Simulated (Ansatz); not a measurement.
Several settings on one geometry of the cluster Zn2Cu (the lowest doublet isomer of a short search) (that of the charge 0 doublet, PBE-D4/def2-TZVP). Ansatz on 4 threads of Arm Neoverse V1 on a shared host; times are rough.

```xyz
3

Cu    0.001    0.001    0.001
Zn   -0.394   -0.782    2.315
Zn    0.393    0.780   -2.315
```

Totals from different functionals, basis sets or treatments of relativity can't be compared as stabilities.

Problem. Give the basis size and estimate the energy, ⟨S²⟩, dipole and time of these runs.

```csv
run,method,charge,state,further keys
1,UKS r2SCAN50-D3(BJ)-ATM/cc-pVDZ,0,doublet,"point_charges: [{charge: -1.00, position_ang: [4.509, -0.932, 0.146]}]; scf: {omitted_lower_state_checks: [starts]}"
2,UKS PBE0/def2-TZVP,0,doublet,"point_charges: [{charge: 2.00, position_ang: [3.305, 0.017, 0.410]}]; forces asked"
3,ROKS BLYP/cc-pVDZ,0,doublet,"point_charges: [{charge: 2.00, position_ang: [4.908, -0.049, 0.419]}]; scf: {lower_state_search: off}; forces asked"
```

Solution. 
```
run  functions  energy (Eh)  ⟨S²⟩  dipole (D)  wall time
  1        129   -5199.1344  0.80           –       16 s
  2        141   -5198.7028  0.76        9.28        6 s
  3        129   -5199.7479     –        4.69      3.4 s
```
